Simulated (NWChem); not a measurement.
System: hexafluoroethane (C$_{2}$F$_{6}$); SMILES FC(F)(F)C(F)(F)F

The following NWChem deck was run.

```
start job
memory heap 200 mb stack 900 mb global 1100 mb
geometry units angstroms noautoz
  F      0.898014    -0.863234     1.218485
  C      0.000000     0.000000     0.771040
  F      0.298576     1.209320     1.218485
  F     -1.196590    -0.346085     1.218485
  C      0.000000     0.000000    -0.771038
  F      1.194582     0.352955    -1.218483
  F     -0.291623    -1.211016    -1.218483
  F     -0.902959     0.858061    -1.218483
end
basis spherical
  * library def2-tzvpd
end
dft
  xc pbe0
  iterations 150
  semidirect filesize 400000000
  mulliken
end
task dft energy
```

Geometry: optimised at PBE0/def2-SVP.

### Question
Predict the main results of this run. (PBE0/def2-TZVPD.) Quantities: energy (Ha); highest occupied level (eV); orbital gap (eV).

### Answer
```json
{
  "energy (Ha)": "-674.94",
  "highest occupied level (eV)": "-11.38",
  "orbital gap (eV)": "11.79"
}
```
